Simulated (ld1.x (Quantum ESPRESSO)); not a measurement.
O, TM: configuration errors across variants

oxygen (O), norm-conserving Troullier–Martins (Kleinman–Bylander form), made with ld1.x (Quantum ESPRESSO) 7.5 (PBE, non-relativistic). Core [He], reference 2s2 2p3.75 (charge +0.25). Waves: 2s (bound): rc 0.75 bohr; 2p (bound): rc 1.45 bohr; 3d channel at 0.35 Ry: rc 1.30 bohr. Local part: the d channel. Core correction: Bessel-smoothed model core inside 0.60 bohr.

All-electron excitation energies from the reference (eV): (1) 2s2 2p4 -2.692; (2) 2s2 2p3 13.747; (3) 2s2 2p2 47.341; (4) 2s2 2p0 178.115; (5) 2s1 2p4 28.917; (6) 2s2 2p3.5 3.598; (7) 2s0 2p6 27.137.

Errors AE − PS in meV (a dash: test not solved or not reliable):

```csv
change,(1),(2),(3),(4),(5),(6),(7),bound ghosts
base,+0.3,+10,+133,+2037,-22,+0.6,+57,none
"all radii but the core radius scaled by about 0.81 (s 0.60, p 1.18, d 1.06 bohr)",+0.2,+4.7,+64,+1113,+2.0,+0.3,+69,none
"all radii but the core radius scaled by about 0.90 (s 0.68, p 1.30, d 1.18 bohr)",+0.2,+6.6,+88,+1459,-8.6,+0.4,+57,none
"all radii but the core radius scaled by about 1.05 (s 0.78, p 1.52, d 1.36 bohr)",+0.4,+13,+164,+2420,-31,+0.8,+57,none
"all radii but the core radius scaled by about 1.14 (s 0.86, p 1.66, d 1.48 bohr)",+0.6,+19,+229,+3158,-49,+1.2,+57,none
"all radii but the core radius scaled by about 1.37 (s 1.02, p 1.98, d 1.78 bohr)",+1.9,+48,+525,+6118,-132,+3.3,+13,none
```

Problem. Give the same row for: all radii but the core radius scaled by about 1.22 (s 0.92, p 1.78, d 1.58 bohr).

Solution. +0.9, +27, +315, +4082, -73, +1.8, +50; bound ghosts: none.
